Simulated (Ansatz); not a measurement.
Gas-phase reaction in SMILES: C[Si](C)(C)O [hydroxy(trimethyl)silane] -> COCC[SiH3]
Each molecule is optimised on its own at B3LYP-D3(BJ)/def2-TZVP (Ansatz, a program for electronic structure), one conformer each, not searched for the lowest. Frequencies are from Ansatz.

Property: isomerisation energy (enthalpy at 298 K, with B3LYP-D3(BJ) rigid-rotor harmonic-oscillator terms), in kcal/mol. Valence correlation only, unless marked. Spin-orbit coupling is left out. No relativistic terms. CBS(X,Y): correlation extrapolated as X^-3; Hartree-Fock from the larger set.

Level to compare with: CCSD(T)/CBS(cc-pV(T+d)Z,cc-pV(Q+d)Z) (Ansatz), 75.8 kcal/mol. It is a level with limits of its own, and the differences hold the functionals' basis error too.

Q: Rank these functionals by how close they come to CCSD(T)/CBS(cc-pV(T+d)Z,cc-pV(Q+d)Z), closest first: B97M-V/def2-TZVPD (Ansatz); BHLYP/def2-TZVPD (Ansatz); SVWN5/def2-TZVPD (Ansatz).

A: B97M-V/def2-TZVPD (meta-GGA with VV10, 74.8 kcal/mol, difference -1.0), BHLYP/def2-TZVPD (global hybrid, 71.7 kcal/mol, difference -4.1), SVWN5/def2-TZVPD (LDA, 69.8 kcal/mol, difference -6.0)
